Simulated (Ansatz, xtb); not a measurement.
## Relative energy of two isomers of CH9OPSi3

Structure a is `P[Si@H]1[SiH2]CO[SiH2]1`, a singlet and structure b is `O=C[SiH2]P([SiH3])[SiH3]`, a singlet. Both are isolated molecules in the gas phase, relaxed with B3LYP/def2-SVP; the shapes shown needn't be the lowest conformers.

a (Å):

```xyz
15

C    -1.0954   -2.1553    1.4656
O    -0.6336   -2.5033    0.1627
P    -1.5282    2.2868   -0.3361
Si   -0.0314    0.5971    0.0678
Si   -0.1743   -0.5800    2.1128
Si   -0.5713   -1.3949   -1.1069
H    -1.3060    2.9698    0.9008
H    -2.6476    1.5523    0.1671
H     1.3389    1.1053   -0.2352
H    -0.9472    0.0896    3.2020
H     1.1753   -0.9589    2.6292
H    -0.9128   -3.0166    2.1295
H    -2.1904   -1.9822    1.4708
H     0.4438   -1.8955   -2.0722
H    -1.8937   -1.2951   -1.8025
```

b (Å):

```yaml
atoms:
  - { symbol: C, position_ang: [-1.8352, 1.1625, 2.3703] }
  - { symbol: O, position_ang: [-1.0243, 0.6704, 3.1218] }
  - { symbol: P, position_ang: [0.5555, 0.9379, -0.2218] }
  - { symbol: Si, position_ang: [-1.3406, 1.8413, 0.6141] }
  - { symbol: Si, position_ang: [-0.1378, -1.2102, -0.5140] }
  - { symbol: Si, position_ang: [1.8393, 0.6842, 1.6614] }
  - { symbol: H, position_ang: [-2.9104, 1.2584, 2.6988] }
  - { symbol: H, position_ang: [-2.4798, 1.6126, -0.3244] }
  - { symbol: H, position_ang: [-1.1551, 3.3141, 0.7825] }
  - { symbol: H, position_ang: [1.0736, -2.0354, -0.7860] }
  - { symbol: H, position_ang: [-0.8612, -1.7825, 0.6598] }
  - { symbol: H, position_ang: [-1.0390, -1.2468, -1.7016] }
  - { symbol: H, position_ang: [3.2407, 0.5810, 1.1575] }
  - { symbol: H, position_ang: [1.5348, -0.5427, 2.4452] }
  - { symbol: H, position_ang: [1.7252, 1.9099, 2.4978] }
```

Q: Which of the two would you expect CCSD(T)/def2-SVP + ΔMP2/def2-TZVPP electronic energies to favour?

A: Structure a; the calculation gives E(b) − E(a) = +97.9 kJ/mol.

The same difference at several levels:

```tsv
level	geometry	E(b) − E(a) (kJ/mol)	departure from the last row (kJ/mol)	job, with rough time for the two
GFN2-xTB	GFN2-xTB	+105.0	+7.1	optimisation, 0.52 s
HF/STO-3G	GFN2-xTB	+128.7	+30.8	single point, 0.46 s
r2SCAN-D4/def2-SVP	GFN2-xTB	+76.3	−21.6	single point, 4.3 s
B3LYP/def2-SVP	B3LYP/def2-SVP	+87.7	−10.2	optimisation, 89 s
HF/def2-SVP	B3LYP/def2-SVP	+73.5	−24.4	part of the CCSD(T) run
MP2/def2-SVP	B3LYP/def2-SVP	+75.2	−22.7	part of the CCSD(T) run
CCSD(T)/def2-SVP	B3LYP/def2-SVP	+74.9	−23.0	single point
CCSD(T)/def2-SVP + ΔMP2/def2-TZVPP	B3LYP/def2-SVP	+97.9		single point, 59 s
```

As drawn, b has 1 C=O, 2 P–Si, 3 Si–H in place of 2 Si–Si, 1 C–O, 1 O–Si, 2 P–H, 1 C–H. Structure a has a 5-membered ring, b no ring.

None of the levels shown reverses the order. The largest departure from CCSD(T)/def2-SVP + ΔMP2/def2-TZVPP is that of HF/STO-3G, 30.8 kJ/mol. The last row adds to CCSD(T) the change of the MP2 difference between the two basis sets, here +23.0 kJ/mol, a large step that makes the value less sure.

With thermal terms from frequencies at re-optimised GFN2-xTB minima (ideal gas, soft modes damped towards free rotors, one conformer each, 298.15 K, 1 atm): the zero-point term adds −15.1 kJ/mol; ΔH is +85.7 and ΔG +79.6 kJ/mol.

The correlated steps freeze 22 core orbitals. Mirror images aren't counted in ΔG. Programs: Ansatz 0.2.0, xtb 6.7.1; the last row on 4 threads of Arm Neoverse V1 on a shared host.
